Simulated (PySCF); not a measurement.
**Gallium: a sound run and one with changed settings**

Sound run: Ga [Ar] 3d10 4s2 4p1, Ga⁺ [Ar] 3d10 4s2. Computed with PySCF 2.14 in x2c-TZVPall, with scalar relativity by spin-free X2C-1e. In the sound run the correlated levels freeze [Ar] 3d10. The sound run starts from symmetry-adapted Hartree-Fock orbitals and uses a fine grid where one is needed.

Changed run: the non-relativistic Hamiltonian (point nucleus). This setting is unsound on purpose.

| species | method | sound run (hartree) | changed run (hartree) | converged |
| --- | --- | --- | --- | --- |
| Ga | UHF | -1942.16906 | -1915.21420 | yes |
| Ga | r2SCAN | -1943.79381 | -1916.84767 | yes |
| Ga | M06-L | -1943.74111 | -1916.78637 | yes |
| Ga | MP2 | -1942.20279 | -1915.24826 | yes |
| Ga | CCSD(T) | -1942.21632 | -1915.26231 | yes |
| Ga⁺ | UHF | -1941.96637 | -1915.00928 | yes |
| Ga⁺ | r2SCAN | -1943.56993 | -1916.62150 | yes |
| Ga⁺ | M06-L | -1943.53163 | -1916.57388 | yes |
| Ga⁺ | MP2 | -1941.99255 | -1915.03594 | yes |
| Ga⁺ | CCSD(T) | -1942.00307 | -1915.04694 | yes |

Ionisation energy of Ga:

| method | sound run (eV) | changed run (eV) |
| --- | --- | --- |
| UHF | 5.516 | 5.576 |
| r2SCAN | 6.092 | 6.154 |
| M06-L | 5.700 | 5.782 |
| MP2 | 5.721 | 5.778 |
| SCS-MP2 | 5.704 | 5.761 |
| CCSD | 5.780 | 5.837 |
| CCSD(T) | 5.803 | 5.861 |

Most of the change in total energy is the relativistic energy itself. On top of that the contraction fixes the core shape for the Hamiltonian it was made with, so the changed run is not a good calculation with the other Hamiltonian either.

For comparison, NIST gives 5.999 eV between the lowest levels.
